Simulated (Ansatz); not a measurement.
Start from `BCCI` and change one atom or group to get `FCCI`.

Ansatz, PBE0-D4/def2-TZVP geometries, multiplicity 1. Each molecule was computed in one conformer, which needn't be the lowest.

Elements past krypton have def2 core potentials.

```csv
property,`BCCI`
LUMO energy (ωB97M-V/def2-TZVPP) / eV,0.22
HOMO–LUMO gap (B3LYP/def2-TZVPP) / eV,5.03
HOMO energy (ωB97M-V/def2-TZVPP) / eV,-9.40
HOMO–LUMO gap (PBE/def2-TZVPP) / eV,3.34
size of the dipole moment (ωB97M-V/def2-TZVPP) / D,1.55
HOMO energy (PBE0/def2-TZVPP) / eV,-7.22
```

What does the change do to each property? (Estimate.)

Ansatz gave: 
```csv
property,`FCCI`,shift
LUMO energy (ωB97M-V/def2-TZVPP) / eV,0.93,0.71
HOMO–LUMO gap (B3LYP/def2-TZVPP) / eV,6.06,1.03
HOMO energy (ωB97M-V/def2-TZVPP) / eV,-9.77,-0.37
HOMO–LUMO gap (PBE/def2-TZVPP) / eV,4.46,1.12
size of the dipole moment (ωB97M-V/def2-TZVPP) / D,0.30,-1.25
HOMO energy (PBE0/def2-TZVPP) / eV,-7.59,-0.37
```

With PBE0 the HOMO falls by 0.37 eV and the LUMO rises by 0.68 eV, so the gap widens by about 1.05 eV. PBE moves the HOMO by -0.33 eV and ωB97M-V by -0.37 eV. Dipoles are sizes alone; their direction can turn.

B3LYP here is the variant with VWN-RPA as its local correlation; programs differ in this.

Spin–orbit coupling is left out; it splits and shifts lone-pair levels of the heavy atoms by tenths of an eV.
